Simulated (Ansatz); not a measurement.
A geometry relaxed with Ansatz (a quantum-chemistry and plane-wave program) with CAM-B3LYP-D3(BJ)/def2-TZVP, charge 0, multiplicity 1:

```xyz
4

F      1.7264    -0.8334    -0.0394
In     0.0002     0.0001     0.0000
F     -0.1418     1.9118     0.0313
F     -1.5849    -1.0785     0.0081
```

**Question.** Write the SMILES of this molecule.

**Answer.** `[F][In]([F])[F]`
